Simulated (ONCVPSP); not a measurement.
thallium (Tl) ONCV: all-electron and pseudo phase curves

- Element: thallium (Tl)
- Generator: ONCVPSP 4.0.1
- Type: optimised norm-conserving Vanderbilt (ONCV)
- Functional: LDA (Perdew-Wang 92)
- Relativity: scalar-relativistic
- Frozen core: [Xe] 4f14
- Valence charge: 13
- Reference configuration: 5d10 6s2 6p0.5 (charge +0.5)
- Partial waves: 6s: rc 1.95 bohr, ncon 4, nbas 8, qcut 3 1/bohr, 2 projectors, debl 1.8 Ha; 6p: rc 2.15 bohr, ncon 3, nbas 7, qcut 3.7 1/bohr, 2 projectors, debl 2.8 Ha; 5d: rc 1.20 bohr, ncon 3, nbas 8, qcut 9.5 1/bohr, 3 projectors, debl 1.8 Ha
- Local potential: polynomial inside 0.95 bohr (lpopt 5, dvloc0 2 Ha)
- Core correction: Teter function, parameters optimised by the program

The phase is arctan(r·R′/R) of the radial function R(r), unwrapped; energies in Ha, scanned from -2 to 5 Ha. A pole is an energy at which the radial function vanishes at the test radius. The pseudo phase is shifted by a multiple of π to meet the all-electron one at the reference energy, and phase errors are pseudo minus all-electron; the curves can meet again beyond the range given. Levels narrower than the energy grid can be missing from the lists of poles.

```csv
channel,radius (bohr),reference energy (Ha),"poles, all-electron","poles, pseudo",unbroken range about the reference energy with phases within 0.05 rad,phase error 1 Ha above the reference energy (rad)
s,1.98,-0.48,2.15,"2.09, 2.53",below 2.3,-0.000
p,2.19,-0.20,2.42,2.42,below 3.9,-0.004
d,1.22,-0.70,3.92,3.92,the whole range,+0.000
```

Note: ghosts flagged at negative energy: s at -316.6 eV, p at -136.7 eV; GHOST(+) flagged for s at 64.0 eV, p at 129.1 eV. A true bound ghost makes a file unfit for plane-wave use.

Phases in the d channel:

| E (Ha) | all-electron | pseudo |
| --- | --- | --- |
| -1.98 | -0.056 | -0.056 |
| -1.62 | -0.357 | -0.357 |
| -1.26 | -0.625 | -0.625 |
| -0.90 | -0.837 | -0.837 |
| -0.54 | -0.996 | -0.996 |
| -0.18 | -1.114 | -1.114 |
| 0.18 | -1.205 | -1.204 |
| 0.54 | -1.275 | -1.275 |
| 0.90 | -1.331 | -1.331 |
| 1.26 | -1.377 | -1.376 |
| 1.62 | -1.415 | -1.415 |
| 1.98 | -1.447 | -1.447 |
| 2.34 | -1.476 | -1.476 |
| 2.70 | -1.501 | -1.501 |
| 3.06 | -1.524 | -1.524 |
| 3.42 | -1.544 | -1.544 |
| 3.78 | -1.564 | -1.564 |
| 4.14 | -1.582 | -1.582 |
| 4.50 | -1.599 | -1.599 |
| 4.86 | -1.616 | -1.616 |
